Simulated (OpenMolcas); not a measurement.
Yb3+ with 7 ligands (chloride) in pentagonal bipyramidal coordination (D5h). The axial distance is 0.94 times the equatorial one, R.

```yaml
Program: OpenMolcas
Method: "SS-CASPT2, IPEA 0.25 Eh, imaginary shift 0.1 Eh (closed shells correlated: 5s 5p and the ligand valence shells)"
Basis: ANO-RCC-VDZP [7s6p4d2f1g]
Scalar_Hamiltonian: DKH2, point nucleus
Active_space: 13 electrons in 7 orbitals (4f)
State_averaging: 2S+1 = 2 odd, 7 roots
Spin-orbit_coupling: RASSI with atomic mean-field integrals over the reference wave functions
```

All ligands move together. At R = 2.53 Å the width of the lowest J multiplet is 480 cm-1, and at R = 2.69 Å it is 357 cm-1.

Problem. A third run gives 257 cm-1. What distance was it run at?

Solution. With a power law R^-n the two known points give n = -ln(357 / 480) / ln(2.69 / 2.53) = 4.83. Then R = 2.53 × (480 / 257)^(1/4.83) = 2.879 Å. The run was at 2.88 Å, so the estimate is off by -0.001 Å.

Over all roots computed the reference weight is 0.62 in R = 2.53, 0.62 in R = 2.69, 0.63 in R = 2.88; a low but even weight reflects the number of correlated electrons. Splittings of an f shell from a small cluster at a set distance can be off by tens of per cent, mostly too small. No measured value stands beside these numbers; the geometry is a model, was not optimised and need not be the one that this ion takes.
